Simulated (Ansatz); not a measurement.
Reaction (hydrogenolysis of a C–C bond): `C/C(N)=C\[SiH3]` + H₂ → `N/C=C/[SiH3]` + CH₄

Isolated molecules relaxed with PBE0-D4/def2-TZVP in Ansatz; ΔE leaves out vibrations. CCSD(T)/CBS adds triple-zeta CCSD(T) − MP2 to the extrapolated MP2 energy (def2 sets, frozen cores). This one scheme is used for every species. Double bonds are as drawn, so ΔE can hold a change between cis and trans. DFT in def2-TZVPP. One conformer a species, not always the lowest.

`C/C(N)=C\[SiH3]`:

Cartesian coordinates in Å:
```
C -0.052 1.359 0.632
C 0.730 0.238 0.026
N 2.080 0.495 -0.049
C 0.166 -0.887 -0.457
Si -1.637 -1.254 -0.490
H -1.118 1.136 0.669
H 0.285 1.556 1.655
H 0.088 2.277 0.055
H 2.681 -0.283 -0.264
H 2.464 1.142 0.617
H 0.835 -1.637 -0.878
H -1.837 -2.608 -1.075
H -2.425 -0.285 -1.308
H -2.260 -1.249 0.866
```

H₂:

```xyz
2

H    -0.335   -0.157    0.052
H     0.335    0.157   -0.052
```

`N/C=C/[SiH3]`:

```xyz
11

N     1.984   -0.979    0.129
C     0.741   -0.534   -0.227
C    -0.048    0.296    0.474
Si   -1.739    0.734   -0.092
H     2.459   -0.498    0.874
H     2.582   -1.336   -0.594
H     0.385   -0.960   -1.163
H     0.337    0.704    1.408
H    -2.796    0.313    0.872
H    -1.994    0.055   -1.394
H    -1.911    2.203   -0.285
```

CH₄:

Cartesian coordinates in Å:
```
C 0.000 0.000 0.000
H -0.753 0.039 0.786
H 0.770 -0.722 0.271
H 0.451 0.985 -0.120
H -0.468 -0.302 -0.937
```

CCSD(T)/CBS gives -0.58 eV.

**Question.** Another level gave -0.71 eV. Which?
A. CAM-B3LYP/def2-TZVPP
B. r2SCAN-D4/def2-TZVPP
C. LDA (SPW92)/def2-TZVPP
D. CAM-B3LYP-D4/def2-TZVPP

**Answer.** A. CAM-B3LYP -0.71, CAM-B3LYP-D4 -0.64, r2SCAN-D4 -0.58, LDA (SPW92) -0.49 eV.

Largest T1 diagnostic among the species: 0.012.

Leaving LDA and LC-ωPBE aside and taking each functional with its dispersion term where it has one, the values, not all of them listed here, spread over 0.18 eV, from B2PLYP to revPBE-D4. LDA lies +0.15 eV from PBE without D4. In def2-TZVPP, CCSD(T) changes the Hartree–Fock value by +0.24 eV (the triples alone add +0.05 eV) and MP2 by +0.29 eV. The D4 term adds +0.12 eV with B3LYP and +0.07 eV with PBE0; it sums over pairs of atoms, weighted by their polarisabilities, and B3LYP, whose exchange is more repulsive, gets the larger term.

B3LYP here is the variant with VWN-RPA as its local correlation; programs differ in this.
